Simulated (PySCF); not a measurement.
# Spin–spin coupling constants

Molfile (atoms numbered from 1):
```
C4H6FN3
     RDKit          3D

 14 14  0  0  0  0  0  0  0  0999 V2000
    2.3022   -0.5468   -0.4520 C   0  0  0  0  0  0  0  0  0  0  0  0
    0.9403   -0.0180   -0.1791 C   0  0  0  0  0  0  0  0  0  0  0  0
   -0.1490   -0.7764   -0.0464 N   0  0  0  0  0  0  0  0  0  0  0  0
   -1.1280    0.0719    0.1702 N   0  0  0  0  0  0  0  0  0  0  0  0
   -2.4729   -0.3670    0.4359 C   0  0  0  0  0  0  0  0  0  0  0  0
   -0.7910    1.3463    0.2039 N   0  0  0  0  0  0  0  0  0  0  0  0
    0.5065    1.3092   -0.0184 C   0  0  0  0  0  0  0  0  0  0  0  0
    1.2327    2.4036   -0.0744 F   0  0  0  0  0  0  0  0  0  0  0  0
    3.0203    0.2796   -0.5361 H   0  0  0  0  0  0  0  0  0  0  0  0
    2.3237   -1.1204   -1.3904 H   0  0  0  0  0  0  0  0  0  0  0  0
    2.6388   -1.2152    0.3546 H   0  0  0  0  0  0  0  0  0  0  0  0
   -3.1478    0.4762    0.2526 H   0  0  0  0  0  0  0  0  0  0  0  0
   -2.7144   -1.2005   -0.2351 H   0  0  0  0  0  0  0  0  0  0  0  0
   -2.5765   -0.7007    1.4796 H   0  0  0  0  0  0  0  0  0  0  0  0
  1  2  1  0
  2  3  2  0
  3  4  1  0
  4  5  1  0
  4  6  1  0
  6  7  2  0
  7  8  1  0
  7  2  1  0
  1  9  1  0
  1 10  1  0
  1 11  1  0
  5 12  1  0
  5 13  1  0
  5 14  1  0
M  END
```

Method: B3LYP/pcJ-1 (spin–dipole term only in couplings to heteroatoms)//PBE0-D3(BJ)/def2-SVP, PySCF 2.14.0 with density-fitted response routines; isolated molecule, single conformer, non-relativistic. Couplings are averaged over pairs made equivalent by symmetry, fast rotation or ring inversion, so a value needn't be that of the named pair in this geometry, while other rotamers aren't included; one pair stands for each set, and the list holds a selection of those of at least 0.8 Hz over up to four bonds. One-bond C–F couplings come out tens of Hz too large with common functionals.

Isotopes: 13C, 19F, 1H, 15N.

```csv
pair,bonds,J (Hz)
"C1, C2",1,?
"C1, H9",1,?
"C2, C7",1,?
"N3, N4",1,-14.0
"N4, C5",1,-20.7
"N4, N6",1,-13.5
"C5, H12",1,146.8
"N6, C7",1,-9.3
"C7, F8",1,-310.9
"C1, N3",2,-8.4
"C1, C7",2,?
"C2, N4",2,-1.1
"C2, F8",2,15.0
"C2, H9",2,-6.3
"N3, C5",2,?
"N3, C7",2,1.5
"H9, H10",2,-16.1
"C1, N4",3,?
"C1, F8",3,-3.4
"C2, C5",3,2.4
"N3, F8",3,5.7
"N3, H9",3,?
"N4, F8",3,-8.3
"C5, C7",3,3.4
"C7, H9",3,3.6
"F8, H9",4,?
```

Q: Estimate the withheld couplings, with signs.

A: 
- 1J(C1,C2) = 60.4 Hz (bond length 1.486 Å)
- 1J(C1,H9) = 135.5 Hz (bond length 1.098 Å, sp3 carbon)
- 1J(C2,C7) = 77.2 Hz (bond length 1.405 Å)
- 2J(C1,C7) = 5.0 Hz (angle at C2 130°)
- 2J(N3,C5) = -7.7 Hz (angle at N4 122°)
- 3J(C1,N4) = -4.0 Hz (dihedral angle 179°)
- 3J(N3,H9) = -2.7 Hz (mean over equivalent pairs that range from -6.2 to -0.9 Hz in this conformer)
- 4J(F8,H9) = 1.1 Hz
